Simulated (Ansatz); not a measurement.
C$_{5}$HClF$_{6}$O$_{2}$Zn (`FC(F)(F)C1=CC(C(F)(F)F)=[O+][Zn-]([Cl])[O]1`) at its PBE0-D4/def2-TZVP geometry, where that method's forces vanish. Total charge 0; spin multiplicity 1.

```xyz
16

F     1.4481   -2.1594   -2.2634
C     0.2182   -1.8548   -1.8606
F    -0.3860   -1.1844   -2.8395
F    -0.4518   -2.9851   -1.6564
C     0.2846   -1.0471   -0.5523
C    -0.2687    0.2284   -0.5222
C    -0.2468    1.0161    0.6237
C    -0.8820    2.4170    0.5743
F    -1.8615    2.4973    1.4700
F    -1.3895    2.7009   -0.6235
F     0.0337    3.3359    0.8658
O     0.2397    0.7365    1.7477
Zn    1.1171   -0.9465    2.1650
Cl    2.0156   -1.7080    3.9080
O     0.8582   -1.6657    0.3785
H    -0.7289    0.6187   -1.4150
```

Task: What forces (eV/Å) does ωB97M-V/def2-TZVPP give on these atoms in the Gaussian-basis code of Ansatz? (Best estimate.)

Result: Ansatz gave: 
```
F1   0.223 -0.047 -0.062
C2   0.012  0.072  0.138
F3  -0.109  0.127 -0.169
F4  -0.121 -0.197  0.048
C5  -0.046  0.097 -0.018
C6  -0.087  0.072 -0.165
C7  -0.008 -0.046 -0.100
C8   0.066 -0.139  0.017
F9  -0.173  0.002  0.163
F10 -0.088  0.042 -0.218
F11  0.172  0.154  0.053
O12  0.031  0.003  0.104
Zn13 0.020 -0.016  0.039
Cl14 0.022 -0.018  0.042
O15  0.051 -0.075  0.059
H16  0.036 -0.030  0.070
```
